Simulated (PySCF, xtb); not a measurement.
B(CCH)2(OH) (C4H3BO), SMILES C(#C)B(C#C)O. One conformer was computed; it need not be the lowest.

Harmonic wavenumbers (cm⁻¹) from GFN2-xTB (xtb) at its own minimum, in rising order: 93, 159, 179, 239, 410, 446, 541, 638, 642, 669, 689, 690, 711, 912, 1152, 1294, 2212, 2217, 3358, 3363, 3623.

Problem. What does PySCF with PBE0-D3(BJ)/def2-SVP give at its own minimum? (The exact figures need the calculation; the answer reports its results.)

Solution. 114, 186, 219, 277, 463, 507, 623, 660, 683, 712, 717, 768, 770, 970, 1232, 1403, 2188, 2201, 3476, 3479, 3895. Paired by order, the mean absolute difference is 66 cm⁻¹ and the zero-point energies are 34.7 and 36.5 kcal/mol.
